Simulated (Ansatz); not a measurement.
Cost and result for the atomization energy of CCl₂FGeN, SMILES `N#[C][Ge]([F])([Cl])[Cl]` (6 atoms, 5 bonds).

```xyz
6

N    -0.802   -1.080   -2.171
C    -0.422   -0.614   -1.190
Ge    0.184    0.182    0.430
F     1.428   -0.819    1.039
Cl   -1.373    0.244    1.839
Cl    0.984    2.087    0.052
```

Charge 0, multiplicity 1. Correlated methods include outer-core shells of Ge, which these sets cover unevenly. Scalar relativity is left out up to krypton. All single points use the PBE0-D4/def2-TZVP geometry. Program: Ansatz. All runs use 4 threads of a server CPU on a shared host. Times are those of one run each, without the atoms' runs, and a repeat can differ threefold. Electronic energies, without spin–orbit coupling; frozen cores. CCSD(T)/CBS adds CCSD(T) − MP2 in def2-TZVPP to the MP2 limit, and its time is that of the two runs behind it. T1 = 0.012. With those shells the extrapolation isn't a true limit. B3LYP takes the VWN-RPA correlation (the form of Gaussian; ORCA's B3LYP/G). HSE06 is the plane-wave form, built on full-range PBE exchange.

CCSD(T)/CBS is a level of theory with its own doubt, some kJ/mol a heavy atom from the limit and from the frozen cores, so smaller differences don't rank the functionals.

| level | functions | wall time | atomization (kJ/mol) | difference from CCSD(T)/CBS | per bond |
| --- | --- | --- | --- | --- | --- |
| BLYP-D4/def2-TZVPP | 225 | 2 s | 2326.6 | 3.2 | 0.6 |
| PBE-D4/def2-TZVPP (with forces) | 225 | 3 s | 2423.7 | 100.3 | 20.1 |
| PBE0-D4/def2-TZVPP | 225 | 3.9 s | 2323.9 | 0.5 | 0.1 |
| HSE06-D4/def2-TZVPP | 225 | 4.1 s | 2326.2 | 2.8 | 0.6 |
| BHLYP-D4/def2-TZVPP | 225 | 4.4 s | 2165.1 | -158.3 | -31.7 |
| r2SCAN-D4/def2-TZVPP (with forces) | 225 | 5 s | 2329.5 | 6.1 | 1.2 |
| B3LYP-D4/def2-TZVPP (with forces) | 225 | 5.5 s | 2287.8 | -35.6 | -7.1 |
| B97M-V/def2-TZVPP | 225 | 7.5 s | 2348.9 | 25.5 | 5.1 |
| PBE-QIDH/def2-TZVPP | 225 | 12 s | 2314.6 | -8.8 | -1.8 |
| CCSD(T)/def2-SVP | 110 | 14 s | 2142.6 | -180.8 | -36.2 |
| MP2/def2-QZVPP | 400 | 21 s | 2432.6 | 109.2 | 21.8 |
| CCSD(T)/def2-TZVPP | 225 | 3.7 min | 2254.6 | -68.8 | -13.8 |
| CCSD(T)/CBS(def2) | – | 4.1 min | 2323.4 | 0.0 | 0.0 |

In def2-TZVPP, CCSD(T) changes the Hartree–Fock value by +745.6 kJ/mol (the triples alone add +73.9 kJ/mol) and MP2 by +883.2 kJ/mol; breaking electron pairs costs correlation energy, which Hartree–Fock lacks. At CCSD(T), def2-SVP lies −180.8 kJ/mol from the extrapolated value and def2-TZVPP −68.8 kJ/mol: correlation converges slowly with the basis, and small sets miss more of it in the bonded molecule than in its fragments. From PBE to PBE0 (25 % exact exchange), in def2-TZVPP and without D4, the atomization energy moves by −96.9 kJ/mol: exact exchange takes away binding that semilocal exchange gives to molecules.
